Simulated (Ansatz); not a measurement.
```yaml
crystal:
  periodic: [true, true, true]
  atoms:
    - {symbol: Si, position_ang: [-0.933957, 1.190266, -0.636262]}
    - {symbol: N, position_ang: [-0.094242, -0.232010, -0.174188]}
    - {symbol: Si, position_ang: [0.443185, -1.278899, 1.064465]}
    - {symbol: P, position_ang: [1.193704, -1.162359, -0.981699]}
    - {symbol: H, position_ang: [-1.394184, 1.061791, -2.043881]}
    - {symbol: H, position_ang: [-2.097937, 1.361117, 0.271846]}
    - {symbol: H, position_ang: [-0.071708, 2.401779, -0.542781]}
    - {symbol: H, position_ang: [-0.475960, -2.358713, 1.485952]}
    - {symbol: H, position_ang: [1.185978, -0.684243, 2.199872]}
    - {symbol: H, position_ang: [2.328319, -0.350031, -0.640224]}
basis:
  gaussian: {orbitals: "6-31G*", final_grid: {core_spheres: 5, valence_spheres: 4, degree: 11}}
hamiltonian: {xc: {name: B2GP-PLYP}}
accuracy: high
output: {forces: true}
```

```sh
$ ansatz run in.yaml --threads 2 --pin off --events-out ev --progress --plain --max-ram 4352MiB
```

Task: How does Ansatz answer? (Estimate.)

Result: Ansatz gave: The program refused the input.
```
Error: YAML parse error: error: line 2 column 3: crystal: missing field `lattice` (a structure is typed as `lattice` and `atoms`, a molecule's as `atoms` in Å alone, or read from a run's directory, `checkpoint`)
 --> <input>:2:3
1 | crystal:
2 |   periodic: [true, true, true]
3 |   atoms:
4 |     - {symbol: Si, position_ang: [-0.933957, 1.190266, -0.636262]}
```
